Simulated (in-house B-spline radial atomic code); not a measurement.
Configurations of P⁴⁺, with energies counted from [Ne] 3s1. Method: scalar-relativistic (X2C) r2SCAN0, spin-polarised, spherical fractional occupations, Fermi nucleus of rms radius 3.1889 fm. Calculated with a B-spline radial code for spherical atoms. Caution: exact exchange at fractional occupations of open shells leaves self-interaction of up to several eV. Shells without spins written out take the highest spin.

Occupations are held fixed; configurations that lie above the ionisation limit could autoionise.

| configuration | E - E(ref) (eV) | highest orbital | its <r> (bohr) |
| --- | --- | --- | --- |
| [Ne] 3p(1 up, 0 down) | 12.315 | 3p up | 1.754 |
| [Ne] 3d1 | 26.982 | 3d up | 1.988 |
| [He] 2s2 2p5 3s1 4f1 | 185.05 | 4f up | 3.555 |
| [He] 2s(0 up, 1 down) 2p6 3s(1 up, 0 down) 3p(1 up, 0 down) | 195.04 | 3p up | 1.622 |
| [He] 2s1 2p6 3s1 3d1 | 211.08 | 3d up | 1.759 |
| [He] 2s(1 up, 0 down) 2p6 3s(0 up, 1 down) 4p(0 up, 1 down) | 226.03 | 4p down | 3.435 |
| [He] 2s1 2p6 3s1 4f1 | 233.08 | 4f up | 3.553 |

(1) Order these further configurations by energy, lowest first.
A. [He] 2s2 2p5 3s1 3p1
B. [He] 2s2 2p(2 up, 3 down) 3s(1 up, 0 down) 4s(0 up, 1 down)
C. [Ne] 4s1
D. [Ne] 4p1
E. [He] 2s1 2p6 3s2

(2) How far above the reference does [Ne] 4d1 lie?

(3) How far above the reference does [He] 2s1 2p6 3s1 4s1 lie?

## Answers

(1) C (33.57 eV), D (38.023 eV), A (146.09 eV), B (173.38 eV), E (185.01 eV).

(2) 43.29 eV; its least bound orbital is 4d up with <r> = 4.014 bohr.

(3) 220.86 eV; its least bound orbital is 4s up with <r> = 3.151 bohr.
